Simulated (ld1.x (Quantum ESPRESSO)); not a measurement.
## Pseudopotential generation for technetium (Tc): ultrasoft, PBEsol, scalar-relativistic.

- Element: Tc (Z = 43)
- Generator: ld1.x (Quantum ESPRESSO) 7.5
- Type: ultrasoft
- Functional: PBEsol
- Relativity: scalar-relativistic
- Frozen core: [Ar] 3d10
- Valence charge: 15
- Reference configuration: 4s2 4p6 4d5 5s2 5p0
- Partial waves: 4s (bound): rcut 2.05, rcutus 2.20 bohr; 5s (bound): rcut 2.05, rcutus 2.20 bohr; 4p (bound): rcut 1.55, rcutus 1.70 bohr; 5p (bound, empty): rcut 1.55, rcutus 1.70 bohr; 4d (bound): rcut 2.25, rcutus 2.40 bohr; 4d channel at 4.7 Ry: rcut 2.25, rcutus 2.40 bohr
- Local potential: all-electron potential smoothed inside 1.90 bohr (lloc = -2)
- Core correction: a·sin(br)/r model core inside 1.75 bohr
- Augmentation charge: PSQ, inside the norm-conserving radii

All-electron outer shells of the reference configuration (PBEsol, scalar-relativistic, ld1.x):

```
shell  level (eV)  outermost node (bohr)  outermost maximum (bohr)
   3p     -415.70                   0.16                      0.36
   3d     -249.88                      –                      0.31
   4s      -73.32                   0.50                      0.95
   4p      -45.30                   0.51                      1.03
   4d       -6.67                   0.50                      1.27
   5s       -5.08                   1.28                      2.72
   5p       -1.38                   1.45                      3.63
```

Calculated quality:

```
Cutoffs needed                            : 30 Ry and 50 Ry (the cutoffs (Ry, on a coarse ladder) from which the occupation-weighted sum of valence levels, in a spherical-Bessel basis at the reference potential, stays within 10 and 1 mRy of its value at 400 Ry)
Ghost test                                : no extra level below or beside the all-electron valence levels (s, p, d, f tested) (spherical-Bessel basis up to 400 Ry, 20 bohr box)
Configuration tests                       : test run stopped at test 1 of 7 (negative rho)
Lowest eigenvalue of the overlap operator : 0.09 (s channel)
Density cutoff estimated by the generator : 184 Ry
```

Generation and tests took about 2.5 s on one core of a shared server CPU.
